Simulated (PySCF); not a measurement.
**Atomic charges against the basis set**

Compound: C5H5BS.
Geometry (PBE0-D3(BJ)/def2-SVP, Å), atoms numbered from 1 in this order:
```xyz
12
C5H5BS angstrom
C      2.9889   -1.6934    0.2961
C      1.9269   -1.1084    0.1817
B      0.5968   -0.3808    0.0389
C      0.5129    1.1241   -0.1750
C      0.4169    2.3267   -0.3455
S     -0.8811   -1.3792    0.1392
C     -2.2374   -0.1943   -0.0718
H      3.9259   -2.2119    0.3959
H      0.3494    3.3893   -0.4968
H     -3.1727   -0.7659   -0.0176
H     -2.1669    0.3052   -1.0469
H     -2.2200    0.5602    0.7252
```

PBE0 throughout (PySCF), one geometry, spherical d and f functions. The structure is a single PBE0-D3(BJ)/def2-SVP conformer in the gas phase; no vibrational or solvent corrections. Atoms taken as equivalent share a column and are averaged.

Mulliken charges (e):

```json
{"basis": "STO-3G", "functions": "44", "C1/C5": "-0.129", "C2/C4": "-0.125", "B3": "+0.104", "S6": "+0.179", "C7": "-0.311", "H8/H9": "+0.120", "H10/H11/H12": "+0.098"}
{"basis": "6-31G", "functions": "77", "C1/C5": "-0.276", "C2/C4": "-0.102", "B3": "+0.053", "S6": "+0.240", "C7": "-0.738", "H8/H9": "+0.275", "H10/H11/H12": "+0.218"}
{"basis": "pcSseg-0", "functions": "77", "C1/C5": "-0.280", "C2/C4": "-0.295", "B3": "+0.641", "S6": "-0.037", "C7": "-0.897", "H8/H9": "+0.292", "H10/H11/H12": "+0.286"}
{"basis": "6-31G*", "functions": "112", "C1/C5": "-0.285", "C2/C4": "+0.030", "B3": "-0.055", "S6": "+0.107", "C7": "-0.690", "H8/H9": "+0.240", "H10/H11/H12": "+0.222"}
{"basis": "cc-pVDZ", "functions": "127", "C1/C5": "-0.187", "C2/C4": "+0.080", "B3": "+0.121", "S6": "-0.037", "C7": "-0.193", "H8/H9": "+0.027", "H10/H11/H12": "+0.090"}
{"basis": "def2-SVP", "functions": "127", "C1/C5": "-0.154", "C2/C4": "+0.108", "B3": "-0.050", "S6": "-0.077", "C7": "-0.167", "H8/H9": "+0.052", "H10/H11/H12": "+0.093"}
{"basis": "aug-cc-pVDZ", "functions": "210", "C1/C5": "+0.827", "C2/C4": "-0.351", "B3": "+0.305", "S6": "+0.076", "C7": "+0.189", "H8/H9": "-0.546", "H10/H11/H12": "-0.143"}
{"basis": "6-311+G(2d,p)", "functions": "227", "C1/C5": "-0.943", "C2/C4": "+0.588", "B3": "+0.335", "S6": "+0.083", "C7": "-0.613", "H8/H9": "+0.172", "H10/H11/H12": "+0.187"}
{"basis": "def2-TZVP", "functions": "253", "C1/C5": "-0.245", "C2/C4": "-0.006", "B3": "+0.063", "S6": "-0.037", "C7": "-0.358", "H8/H9": "+0.183", "H10/H11/H12": "+0.156"}
{"basis": "cc-pVTZ", "functions": "284", "C1/C5": "-0.055", "C2/C4": "-0.177", "B3": "+0.057", "S6": "+0.002", "C7": "-0.286", "H8/H9": "+0.159", "H10/H11/H12": "+0.124"}
{"basis": "IGLO-III", "functions": "304", "C1/C5": "-0.200", "C2/C4": "-0.136", "B3": "+0.284", "S6": "+0.113", "C7": "-0.514", "H8/H9": "+0.150", "H10/H11/H12": "+0.163"}
{"basis": "pcSseg-2", "functions": "329", "C1/C5": "-0.157", "C2/C4": "-0.101", "B3": "+0.344", "S6": "-0.025", "C7": "-0.113", "H8/H9": "+0.045", "H10/H11/H12": "+0.073"}
```

IAO charges (e):

| basis | functions | C1/C5 | C2/C4 | B3 | S6 | C7 | H8/H9 | H10/H11/H12 |
| --- | --- | --- | --- | --- | --- | --- | --- | --- |
| STO-3G | 44 | -0.133 | -0.136 | -0.010 | +0.275 | -0.481 | +0.161 | +0.143 |
| 6-31G | 77 | -0.172 | -0.120 | +0.016 | +0.150 | -0.517 | +0.207 | +0.174 |
| pcSseg-0 | 77 | -0.158 | -0.117 | -0.001 | +0.144 | -0.510 | +0.199 | +0.173 |
| 6-31G* | 112 | -0.166 | -0.126 | +0.019 | +0.169 | -0.501 | +0.202 | +0.165 |
| cc-pVDZ | 127 | -0.176 | -0.120 | +0.014 | +0.174 | -0.498 | +0.205 | +0.164 |
| def2-SVP | 127 | -0.169 | -0.118 | +0.005 | +0.180 | -0.489 | +0.199 | +0.161 |
| aug-cc-pVDZ | 210 | -0.184 | -0.119 | +0.019 | +0.172 | -0.505 | +0.210 | +0.167 |
| 6-311+G(2d,p) | 227 | -0.184 | -0.120 | +0.013 | +0.184 | -0.514 | +0.210 | +0.169 |
| def2-TZVP | 253 | -0.184 | -0.120 | +0.014 | +0.186 | -0.516 | +0.210 | +0.168 |
| cc-pVTZ | 284 | -0.183 | -0.121 | +0.017 | +0.179 | -0.514 | +0.210 | +0.169 |
| IGLO-III | 304 | -0.185 | -0.120 | +0.011 | +0.190 | -0.517 | +0.211 | +0.169 |
| pcSseg-2 | 329 | -0.183 | -0.120 | +0.014 | +0.183 | -0.516 | +0.210 | +0.169 |

Hirshfeld charges (e):

```csv
basis,functions,C1/C5,C2/C4,B3,S6,C7,H8/H9,H10/H11/H12
STO-3G,44,-0.079,-0.120,+0.122,+0.075,-0.033,+0.079,+0.025
6-31G,77,-0.078,-0.110,+0.121,-0.013,-0.093,+0.106,+0.050
pcSseg-0,77,-0.067,-0.116,+0.108,+0.019,-0.099,+0.103,+0.044
6-31G*,112,-0.078,-0.108,+0.122,-0.022,-0.091,+0.106,+0.051
cc-pVDZ,127,-0.074,-0.112,+0.110,+0.019,-0.106,+0.102,+0.049
def2-SVP,127,-0.073,-0.115,+0.107,+0.032,-0.109,+0.101,+0.049
aug-cc-pVDZ,210,-0.075,-0.117,+0.117,+0.032,-0.124,+0.102,+0.052
"6-311+G(2d,p)",227,-0.074,-0.119,+0.112,+0.031,-0.115,+0.102,+0.052
def2-TZVP,253,-0.075,-0.116,+0.113,+0.026,-0.118,+0.102,+0.052
cc-pVTZ,284,-0.075,-0.114,+0.113,+0.022,-0.118,+0.102,+0.052
IGLO-III,304,-0.076,-0.119,+0.112,+0.044,-0.123,+0.102,+0.051
pcSseg-2,329,-0.075,-0.116,+0.115,+0.029,-0.124,+0.102,+0.053
```

ESP-fitted charges (e):

```csv
basis,functions,C1/C5,C2/C4,B3,S6,C7,H8/H9,H10/H11/H12
STO-3G,44,-0.152,-0.266,+0.487,-0.076,-0.198,+0.179,+0.088
6-31G,77,-0.262,-0.197,+0.492,-0.240,-0.275,+0.269,+0.134
pcSseg-0,77,-0.231,-0.278,+0.618,-0.263,-0.305,+0.272,+0.141
6-31G*,112,-0.289,-0.144,+0.374,-0.169,-0.336,+0.280,+0.146
cc-pVDZ,127,-0.295,-0.135,+0.338,-0.141,-0.277,+0.279,+0.127
def2-SVP,127,-0.288,-0.147,+0.358,-0.148,-0.254,+0.275,+0.121
aug-cc-pVDZ,210,-0.349,-0.083,+0.302,-0.131,-0.327,+0.297,+0.142
"6-311+G(2d,p)",227,-0.364,-0.068,+0.267,-0.111,-0.345,+0.306,+0.147
def2-TZVP,253,-0.357,-0.076,+0.284,-0.120,-0.314,+0.302,+0.138
cc-pVTZ,284,-0.343,-0.093,+0.305,-0.129,-0.303,+0.297,+0.135
IGLO-III,304,-0.355,-0.070,+0.261,-0.107,-0.340,+0.300,+0.145
pcSseg-2,329,-0.340,-0.106,+0.333,-0.138,-0.311,+0.297,+0.138
```

Some averages cover members that differ in this geometry, most widely: C1/C5, Mulliken in 6-311+G(2d,p) -1.082 to -0.804; C2/C4, ESP-fitted in pcSseg-0 -0.410 to -0.146; C2/C4, ESP-fitted in 6-31G -0.313 to -0.081; C2/C4, ESP-fitted in pcSseg-2 -0.217 to +0.004 e.

Question: Which scheme is steadiest as the basis changes?

Answer: Largest range over the bases for any column: Hirshfeld 0.10 e, IAO 0.13 e, ESP-fitted 0.36 e, Mulliken 1.77 e. Hirshfeld charges move least and Mulliken charges most, counted in e. Without the minimal STO-3G basis the ranges are Hirshfeld 0.07, IAO 0.05, ESP-fitted 0.36, Mulliken 1.77 e.

Question: How much do the charges still move between the two largest bases, IGLO-III and pcSseg-2?

Answer: At most, over all atoms: Mulliken 0.401 e, IAO 0.006 e, Hirshfeld 0.015 e, ESP-fitted 0.072 e.

Question: What do the same runs give for the total energy, the frontier levels and the dipole moment?

Answer: 
| basis | energy (Eh) | HOMO (eV) | LUMO (eV) | μ (D) |
| --- | --- | --- | --- | --- |
| STO-3G | -609.0363 | -4.88 | 0.91 | 1.47 |
| 6-31G | -615.9855 | -7.29 | -1.88 | 1.86 |
| pcSseg-0 | -615.1481 | -7.59 | -2.15 | 1.89 |
| 6-31G* | -616.0518 | -7.21 | -1.87 | 1.66 |
| cc-pVDZ | -616.0929 | -7.30 | -1.99 | 1.56 |
| def2-SVP | -615.7945 | -7.34 | -2.03 | 1.58 |
| aug-cc-pVDZ | -616.1036 | -7.41 | -2.17 | 1.60 |
| 6-311+G(2d,p) | -616.1485 | -7.41 | -2.18 | 1.61 |
| def2-TZVP | -616.1680 | -7.40 | -2.15 | 1.59 |
| cc-pVTZ | -616.1684 | -7.39 | -2.12 | 1.58 |
| IGLO-III | -616.1706 | -7.39 | -2.17 | 1.59 |
| pcSseg-2 | -616.1761 | -7.43 | -2.18 | 1.62 |

The dipole is fixed by the density alone, so its range of 0.42 D shows that the density itself changes with the basis, not only its division among atoms.
